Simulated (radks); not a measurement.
Dispersion coefficients C6 (hartree bohr^6) between ground-configuration atoms and ions, from the Casimir-Polder integral (3/pi) of alpha_A(iw) alpha_B(iw). Calculated with a radial shooting solver on a logarithmic mesh with Libxc functionals: scalar-relativistic Kohn-Sham, LDA (Slater exchange, VWN5 correlation), spin-unpolarised, spherical densities, finite nucleus; Fermi nuclear charge, rms radius of each element as measured or else 0.836 A^(1/3) + 0.57 fm. Response by self-consistent Sternheimer equations with the Hartree and adiabatic LDA kernel, the relativistic mass of each level held fixed and spin-orbit coupling left out.

C6,Ar,Ar+,Ar2+,Ar3+,Ar4+,Ar5+,Ar6+
Ar,70.62,,,,,,
Ar+,47.34,32.12,,,,,
Ar2+,34.19,23.35,17.03,,,,
Ar3+,25.79,17.66,12.91,9.788,,,
Ar4+,20.05,13.73,10.03,7.608,5.914,,
Ar5+,15.95,10.89,7.946,6.024,4.683,3.711,
Ar6+,13.01,8.831,6.422,4.862,3.780,3.000,2.433

Static polarisabilities (bohr^3): Ar ([Ar]) 12.02, Ar+ ([Ne] 3s2 3p5) 7.101, Ar2+ ([Ne] 3s2 3p4) 4.843, Ar3+ ([Ne] 3s2 3p3) 3.580, Ar4+ ([Ne] 3s2 3p2) 2.798, Ar5+ ([Ne] 3s2 3p1) 2.286, Ar6+ ([Ne] 3s2) 1.957. The combination rule 2 Ca Cb / ((alpha_b/alpha_a) Ca + (alpha_a/alpha_b) Cb) gives 4.683 for Ar4+-Ar5+, against 4.683 from the integral.
